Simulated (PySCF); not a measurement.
Here is a job for PySCF.
```python
from pyscf import gto, scf, dft

mol = gto.M(
    atom='''
O     0.558146   -0.027006    1.431865
P     0.036295   -0.004403   -0.027892
O     1.187853   -0.009969   -1.022943
O    -0.888422   -1.232507   -0.228870
O    -0.819452    1.277946   -0.219751
H     1.071066    0.707163    1.787898
H    -0.583272   -2.124719   -0.030598
H    -1.337212    1.415876   -1.021331
''',
    basis='sto-3g',
    charge=1,
    spin=1,
    verbose=4,
)

mf = dft.UKS(mol)
mf.xc = 'camb3lyp'
mf.kernel()
```

Problem. What does this run give for the <S^2>, nuclear repulsion energy, total energy, HOMO energy, number of basis functions, Mulliken (on the basis functions themselves) charges in atom order?

Solution. 
The <S^2> is 0.753, the nuclear repulsion energy is 282.1058 Eh and the total energy is -635.4543 Eh. The HOMO energy is -14.08 eV, the number of basis functions is 32 and the Mulliken (on the basis functions themselves) charges in atom order comes out as O1 -0.40, P2 1.44, O3 -0.18, O4 -0.40, O5 -0.38, H6 0.31, H7 0.31, H8 0.31.

These values belong to the state on which the SCF converged, which isn't shown to be the lowest.
